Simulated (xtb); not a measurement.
HClSi, charge +1, doublet, at a GFN2-xTB geometry (a state made from the parent by changing its charge; the spin is typed, not shown lowest); GFN2-xTB in xtb.

xtb was given this input:
```
$ xtb mol.xyz --gfn 2 --chrg 1 --uhf 1 --hess --json

# file mol.xyz
3

Si     0.86135093    -0.21951955     0.44274278
H      2.20871354    -0.51186238    -0.05259738
Cl    -0.83927215     0.21089035    -0.36151774
```

Predict the main parts of the log of this xtb run.


```
   ID    Z sym.   atoms
    1   14 Si     1
    2    1 H      2
    3   17 Cl     3

           -------------------------------------------------
          |                Calculation Setup                |
           -------------------------------------------------

           -------------------------------------------------
          |                 G F N 2 - x T B                 |
           -------------------------------------------------

          ...................................................
          :                      SETUP                      :
          :.................................................:
          :  # basis functions                  21          :
          :  # atomic orbitals                  19          :
          :  # shells                            7          :
          :  # electrons                        11          :
          :  max. iterations                   250          :
          :  Hamiltonian                  GFN2-xTB          :
          :  restarted?                      false          :
          :  GBSA solvation                  false          :
          :  PC potential                    false          :
          :  electronic temp.          300.0000000     K    :
          :  accuracy                    1.0000000          :
          :  -> integral cutoff          0.2500000E+02      :
          :  -> integral neglect         0.1000000E-07      :
          :  -> SCF convergence          0.1000000E-05 Eh   :
          :  -> wf. convergence          0.1000000E-03 e    :
          :  Broyden damping             0.4000000          :
          :  net charge                          1          :
          :  unpaired electrons                  1          :
          ...................................................

 iter      E             dE          RMSdq      gap      omega  full diag
   1     -6.3165546 -0.631655E+01  0.204E+01    1.35       0.0  T
   2     -6.3259938 -0.943926E-02  0.110E+01    1.36       1.0  T
   3     -6.3110054  0.149884E-01  0.639E+00    1.12       1.0  T
   4     -6.3333736 -0.223682E-01  0.240E+00    1.24       1.0  T
   5     -6.3343521 -0.978522E-03  0.474E-01    1.39       1.0  T
   6     -6.3344403 -0.882055E-04  0.275E-01    1.37       1.0  T
   7     -6.3345108 -0.705593E-04  0.162E-01    1.37       1.0  T
   8     -6.3345342 -0.233633E-04  0.150E-01    1.38       1.0  T
   9     -6.3345519 -0.177255E-04  0.449E-02    1.38       1.3  T
[...]
         :: total energy              -6.311604615391 Eh    ::
[...]
          :  symmetry                               cs      :
          :  rotational number                       1      :
          :  scaling factor                  1.0000000      :
          :  rotor cutoff                   50.0000000 cm⁻¹ :
          :  imag. cutoff                  -20.0000000 cm⁻¹ :
          :.................................................:

    mode    ω/cm⁻¹     T·S(HO)/kcal·mol⁻¹    T·S(FR)/kcal·mol⁻¹   T·S(vib)
   ------------------------------------------------------------------------
   ------------------------------------------------------------------------

   temp. (K)  partition function   enthalpy   heat capacity  entropy
                                   cal/mol     cal/K/mol   cal/K/mol   J/K/mol
 298.15  VIB   1.14                  221.614      2.163      1.012
         ROT  0.476E+04              888.752      2.981     19.811
         INT  0.545E+04             1110.367      5.144     20.823
         TR   0.502E+27             1481.254      4.968     38.396
         TOT                        2591.6206    10.1121    59.2186   247.7704

       T/K    H(0)-H(T)+PV         H(T)/Eh          T*S/Eh         G(T)/Eh
   ------------------------------------------------------------------------
    298.15    0.413001E-02    0.118009E-01    0.281366E-01   -0.163357E-01
   ------------------------------------------------------------------------

         :::::::::::::::::::::::::::::::::::::::::::::::::::::
         ::                  THERMODYNAMIC                  ::
         :::::::::::::::::::::::::::::::::::::::::::::::::::::
         :: total free energy          -6.327940350482 Eh   ::
         ::.................................................::
         :: total energy               -6.311604615396 Eh   ::
         :: zero point energy           0.007670899556 Eh   ::
         :: G(RRHO) w/o ZPVE           -0.024006634642 Eh   ::
         :: G(RRHO) contrib.           -0.016335735086 Eh   ::
         :::::::::::::::::::::::::::::::::::::::::::::::::::::

           -------------------------------------------------
          | TOTAL ENERGY               -6.311604615396 Eh   |
          | TOTAL ENTHALPY             -6.299803705511 Eh   |
          | TOTAL FREE ENERGY          -6.327940350482 Eh   |
          | GRADIENT NORM               0.000012794272 Eh/α |
          | HOMO-LUMO GAP               1.378614673091 eV   |
           -------------------------------------------------

normal termination of xtb
```
